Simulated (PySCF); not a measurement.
SMILES [O]([SiH3])[Al]([CH3])[OH] (CH₇AlO₂Si), CAM-B3LYP/def2-SVP optimised geometry.

```
12

Al     0.29     0.84     0.00
C     -0.62     2.54     0.00
H     -1.71     2.44     0.09
H     -0.41     3.09    -0.93
H     -0.27     3.17     0.83
O      1.98     0.84     0.00
H      2.57     0.08    -0.01
O     -0.54    -0.65     0.00
Si    -1.38    -2.05     0.01
H     -0.53    -3.17     0.50
H     -1.84    -2.39    -1.37
H     -2.57    -1.95     0.89
```

Density from PySCF with CAM-B3LYP/def2-TZVP at that geometry.

Minimum of the electron density along straight lines between bonded atoms, close to the bond critical point (lines longer than 1.1 times the sum of covalent radii, or with two minima, are not listed):

| bond | length / Å | ρ at the minimum / e bohr⁻³ | ∇²ρ there / e bohr⁻⁵ | position (fraction from the first atom) |
|---|---|---|---|---|
| Al1–C2 | 1.932 | ? | 0.26 | 0.41 |
| C2–H3 | 1.100 | 0.267 | -0.87 | 0.64 |
| C2–H4 | 1.102 | 0.264 | -0.85 | 0.64 |
| C2–H5 | 1.101 | 0.265 | -0.86 | 0.64 |
| Al1–O6 | 1.694 | 0.110 | 0.80 | 0.43 |
| O6–H7 | 0.959 | ? | ? | 0.81 |
| Al1–O8 | 1.698 | 0.105 | 0.79 | 0.43 |
| O8–Si9 | 1.640 | 0.136 | 0.84 | 0.59 |
| Si9–H10 | 1.491 | 0.122 | 0.13 | 0.49 |
| Si9–H11 | 1.490 | 0.122 | 0.13 | 0.49 |
| Si9–H12 | 1.491 | 0.122 | 0.13 | 0.49 |

Q: Some entries are withheld; supply them.

A: 
- Al1–C2, ρ at the minimum / e bohr⁻³: 0.092
- O6–H7, ρ at the minimum / e bohr⁻³: 0.355
- O6–H7, ∇²ρ there / e bohr⁻⁵: -2.41
